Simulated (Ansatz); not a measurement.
A nudged elastic band was laid between two geometries of CH₂NOSe (6 atoms, charge 1, multiplicity 1).

Theory: RKS PBE0-D4/def2-SVP (Ansatz 0.2.0).

```yaml
movable_images: 9
climbing_image: yes
spring: 5.0 eV/Å²
optimiser: quadratic models (default)
start_path: through a guess of the saddle point
force_threshold: 0.05 eV/Å
iteration_limit: 60
end_points: relaxed
```

First end point:

```xyz
6
Properties=species:S:1:pos:R:3
N 1.734 -0.121 -0.151
C 0.644 -0.188 0.221
O -0.484 -0.265 0.682
Se -2.114 -0.358 -0.379
H 2.697 -0.064 -0.459
H -2.477 0.996 0.086
```

Last end point:

```xyz
6
Properties=species:S:1:pos:R:3
N 1.742 -0.098 -0.069
C 0.611 -0.299 -0.185
O -0.568 -0.555 -0.365
Se -2.013 -0.017 0.824
H 2.738 0.064 0.013
H -2.509 0.905 -0.219
```

Q: Which bonds break or form, and what moves?

A: No bond is made or broken.  The two ends are copies of one structure, up to a mirror image or an exchange of like atoms.

Q: Give the energies along the band, and the barrier.

A: The run converged. The highest image is number 5 of 0 to 10, 0.021 eV above the ends, which have the same energy within 2 meV. A vibrational analysis at the climbing image gives one clearly imaginary mode, 94i cm⁻¹: a first-order saddle point.

```csv
image,path coordinate (Å),energy (eV)
0,0.00,0.000
1,0.22,0.002
2,0.45,0.008
3,0.67,0.014
4,0.89,0.019
5,1.11,0.021
6,1.33,0.019
7,1.55,0.014
8,1.76,0.008
9,1.98,0.003
10,2.19,0.000
```

Q: What is the geometry of the highest image?

A: 
```xyz
6
Properties=species:S:1:pos:R:3
N 1.812 -0.273 -0.078
C 0.705 -0.004 0.116
O -0.439 0.315 0.376
Se -2.058 -0.148 -0.599
H 2.784 -0.505 -0.233
H -2.805 0.615 0.417
```

Time of the run: 4.3 min on 2 threads of Intel(R) Xeon(R) 6975P-C (Granite Rapids) (shared host), peak memory 0.2 GiB.
